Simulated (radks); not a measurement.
Isoelectronic series with 60 electrons, all held in the configuration [Xe] 4f4 6s2, which need not be the ground one along the series. Method: Dirac Kohn-Sham, PBE, spin-unpolarised, spherical densities, finite nucleus; open shells fill j = l - 1/2 first; Fermi nuclear charge, rms radius of each element as measured or else 0.836 A^(1/3) + 0.57 fm; computed with a radial shooting solver on a logarithmic mesh with Libxc functionals. Total energies (hartree) and mean radii <r> (bohr) (* marks an orbital that is empty in some or all of the ions):

ion	E (hartree)	4f7/2*	4f5/2	6s1/2
Nd	-9629.3831	1.151	1.124	4.441
Pm+	-10026.2571	0.9563	0.9453	3.691
Sm2+	-10432.6230	0.8582	0.8501	3.232
Eu3+	-10848.5420	0.7896	0.7829	2.910
Gd4+	-11274.0354	0.7366	0.7307	2.665
Tb5+	-11709.2092	0.6933	0.6880	2.469
Dy6+	-12153.9975	0.6569	0.6519	2.307
Ho7+	-12608.6168	0.6254	0.6207	2.169
Er8+	-13073.0525	0.5978	0.5933	2.051
Tm9+	-13547.4455	0.5732	0.5689	1.947
Yb10+	-14031.7902	0.5511	0.5469	1.855
Lu11+	-14526.2382	0.5311	0.5269	1.772
Hf12+	-15030.9227	0.5127	0.5087	1.698
Ta13+	-15545.8772	0.4959	0.4919	1.630

4f7/2 drops below 6s1/2 between Nd and Pm+. 4f5/2 drops below 6s1/2 between Nd and Pm+.
